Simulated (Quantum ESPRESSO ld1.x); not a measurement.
Results of a calculation; reference values are marked as such.
Problem. The aim is the sulfur ion S2+ in [Ne] 3s2 3p2. What will ld1.x (Quantum ESPRESSO 7.5) do with this input?

```
 &input
    zed=16.0,
    iswitch=1,
    rel=1,
    dft='PW',
    config='[Ne] 3s2 3p2 8s1',
    verbosity='high',
    prefix='ld1',
    max_out_wfc=37,
    file_charge='ld1.rho',
 /
```

Solution. Refused. The program stops in el_config with "wrong main quantum number": the config string takes n from 1 to 7 alone.

Output (excerpt):

```
     Program LD1 v.7.5 starts

 %%%%%%%%%%%%%%%%%%%%%%%%%%%%%%%%%%%%%%%%%%%%%%%%%%%%%%%%%%%%%%%%%%%%%%%%%%%%%%
     Error in routine el_config (6):
     wrong main quantum number
 %%%%%%%%%%%%%%%%%%%%%%%%%%%%%%%%%%%%%%%%%%%%%%%%%%%%%%%%%%%%%%%%%%%%%%%%%%%%%%

     stopping ...
```

Run on one thread of a shared host, so times are rough (Intel(R) Xeon(R) Processor @ 2.60GHz): 0.46 s of CPU time, 0.51 s wall.
